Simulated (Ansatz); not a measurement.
`C[O][SnH]([F])[Cl]` → Cl• + `C[O][SnH][F]`• at 700 K and 1 bar (homolysis of the Cl–Sn bond).

Computed with Ansatz on PBE0-D4/def2-TZVP structures; ΔE is electronic, products minus reactants. CCSD(T)/CBS adds triple-zeta CCSD(T) − MP2 to the extrapolated MP2 energy (def2 sets, frozen cores). This one scheme is used for every species, atoms too. No spin–orbit coupling; open shells (•) take unrestricted orbitals. Spin–orbit coupling would lower the free atoms: a little for Cl. Elements past krypton have def2 core potentials. For Sn outer-core shells are correlated without core-valence functions, so the limit isn't a true one: a few kJ/mol of doubt a bond, and 10 to 20 or more in all where bonds break to atoms. Each species was taken in one conformer, which may not be the lowest.

| species | CCSD(T)/CBS energy (Eh) | H − E (kJ/mol) | S (J/(mol·K)) |
| --- | --- | --- | --- |
| `C[O][SnH]([F])[Cl]` | -889.30712 | 212.7 | 494.1 |
| Cl• | -459.70966 | 14.6 | 186.0 |
| `C[O][SnH][F]`• | -429.44598 | 192.6 | 442.9 |

H − E and S are ideal-gas, rigid-rotor, harmonic terms from PBE0-D4/def2-TZVP, for one conformer and one mirror image of each species, with the whole ground term of open shells counted as degenerate. 1 Eh = 2625.50 kJ/mol, R = 8.31446 J/(mol·K).

**Question.** By hand: ΔE, ΔH, ΔS and ΔG.

**Answer.** ΔE = (-459.70966) + (-429.44598) − (-889.30712) = 0.15148 Eh = 397.7 kJ/mol. Δ(H − E) = 14.6 + 192.6 − 212.7 = -5.5, so ΔH = 392.2 kJ/mol. ΔS = 186.0 + 442.9 − 494.1 = 134.8 J/(mol·K). ΔG = 392.2 − 700 × (134.8)/1000 = 297.8 kJ/mol.

**Question.** By hand: the equilibrium constant, and the temperature at which ΔG would vanish if ΔH and ΔS stayed fixed.

**Answer.** log₁₀ K = −ΔG/(RT ln 10) = -22.2. ΔG = 0 at ΔH/ΔS = 2909 K, far beyond where these terms or the molecules hold.

The number of gas molecules changes by +1, which sets the sign of ΔS. A doubt of 5 kJ/mol in ΔE shifts log₁₀ K by 0.4 here. Other conformers and mirror images would add mixing entropy, several J/(mol·K) or more a flexible species. Modes under 60 cm⁻¹, often nearly free rotors, make the harmonic entropy too high. These are equilibria of isolated gas molecules and say nothing of rates. Largest T1 diagnostic: 0.019 (customary marks: 0.02 for closed shells, 0.045 for open ones).
